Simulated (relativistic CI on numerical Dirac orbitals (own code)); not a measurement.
Ag²⁺: resonant inelastic scattering at the M2,3 edge

Computed with this model: Dirac-Coulomb-Breit CI, orbitals from a KLI potential per configuration, model QED (radiative potential, 1s self-energy scaled to tabulated hydrogen-like ionisation energies), valence Slater integrals scaled by 0.8, Kramers-Heisenberg scattering through one core-hole configuration in a parametric crystal field; configurations [Kr] 4d9 → [Ne] 3s2 3p5 3d10 4s2 4p6 4d10; 10 K; core-hole width 2 eV; summed over polarisations. Incident energies are the highest absorption maxima for each field (at most a few, so the weaker spin-orbit partner edge can be absent), on the computed scale of the free ion. Intensities are in per cent of the strongest line above 0.02 eV; levels within 1 cm⁻¹ are merged; final levels count from the ground level, the first row holds all elastic scattering, lines under 0.4 are left out and each table stops after 24 rows. The scale of the Slater integrals is a model choice and moves the terms in proportion.

Field parameters in Wybourne normalisation: D3d B²₀ = −7Dσ, B⁴₀ = −14Dq − 21Dτ, B⁴₃ = −14√(10/7) Dq. The field is a parameter set, without covalency.

S is read from ⟨S²⟩ = S(S + 1).

D3d, 10Dq = 16650, Dσ = -1200, Dτ = 10 cm⁻¹:

```
Final level (eV)  Degeneracy  Irrep     S  572.5 eV  603.8 eV
           0.000           2  Γ5+Γ6  0.50      99.9       9.0
           0.047           2     Γ4  0.50      92.5      11.5
           1.821           2     Γ4  0.50     100.0       8.9
           2.243           2     Γ4  0.50      82.3      15.4
           2.476           2  Γ5+Γ6  0.50      48.4      26.6
```

D3d, 10Dq = 16650, Dσ = -860, Dτ = 10 cm⁻¹:

| Final level (eV) | Degeneracy | Irrep | S | 572.5 eV | 603.8 eV |
| --- | --- | --- | --- | --- | --- |
| 0.000 | 2 | Γ5+Γ6 | 0.50 | 89.8 | 8.8 |
| 0.035 | 2 | Γ4 | 0.50 | 84.8 | 10.6 |
| 1.859 | 2 | Γ4 | 0.50 | 100.0 | 5.1 |
| 2.213 | 2 | Γ4 | 0.50 | 64.0 | 18.1 |
| 2.403 | 2 | Γ5+Γ6 | 0.50 | 44.9 | 24.8 |

For the first field the strongest loss at the lowest incident energy is the level at 1.82 eV (S = 0.50, against 0.50 in the thermal ground state).
